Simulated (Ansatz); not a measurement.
Consider the formal exchange of groups at the Si–F bond: `F[SiH](F)[SiH2]Cl` + SiH₄ → `F[SiH]([SiH3])[SiH2]Cl` + H–F.

Gas-phase electronic energies from Ansatz, PBE0-D4/def2-TZVP geometries. CCSD(T)/CBS adds triple-zeta CCSD(T) − MP2 to the extrapolated MP2 energy (def2 sets, frozen cores). This one scheme is used for every species. Functionals use def2-TZVPP. One conformer a species, not always the lowest.

(1) Is it downhill or uphill in electronic energy at CCSD(T)/CBS, and by how much? (An estimate is asked.)

(2) What do these levels give: PBE-D4, r2SCAN-D4, PBE0, MP2/def2-TZVPP, CCSD/def2-TZVPP, HF/def2-QZVPP? (An estimate is asked.)

Largest T1 diagnostic among the species: 0.012.

## Answers

(1) The calculation gave: Uphill: ΔE = +143.8 kJ/mol.

(2) The calculation gave: PBE-D4 123.6, r2SCAN-D4 145.4, PBE0 134.3, MP2/def2-TZVPP 151.0, CCSD/def2-TZVPP 151.5, HF/def2-QZVPP 181.9 kJ/mol.

In def2-TZVPP, CCSD(T) changes the Hartree–Fock value by −32.1 kJ/mol (the triples alone add −4.4 kJ/mol) and MP2 by −28.2 kJ/mol. From PBE to PBE0 (25 % exact exchange), in def2-TZVPP and without D4, ΔE moves by +4.5 kJ/mol.
